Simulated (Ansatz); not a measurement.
```yaml
crystal:
  periodic: [false, false, false]
  atoms:
    - {symbol: Sn, position_ang: [-1.472350, 1.345387, -0.456994]}
    - {symbol: Sn, position_ang: [-2.317498, -1.796971, 0.442272]}
    - {symbol: Sn, position_ang: [0.254564, -1.146432, -0.930846]}
    - {symbol: Sn, position_ang: [1.871467, 1.311215, -1.711260]}
    - {symbol: Cl, position_ang: [-1.335536, -3.794146, 1.343960]}
    - {symbol: Cl, position_ang: [3.059558, 0.964787, 0.359560]}
    - {symbol: Cl, position_ang: [0.316321, 3.181617, -0.599204]}
    - {symbol: Cl, position_ang: [-0.376526, -0.065457, 1.552513]}
basis:
  gaussian: {orbitals: def2-TZVP, initial_orbitals: start.molden}
hamiltonian: {xc: {name: wB97M-V}}
scf: {omitted_lower_state_checks: [starts]}
output: {orbitals: {seedname: orbitals}}
```

The file start.molden holds the orbitals of an earlier run on this structure, at another level or in another basis.

```sh
$ ansatz run in.yaml --threads 4 --pin off --events-out ev --progress --plain --max-ram 4787MiB
```

Task: Does this run fit into the memory that it is given?

Result: No. It has 348 basis functions, and Ansatz plans for 5.49 GiB where 4.67 GiB are given.
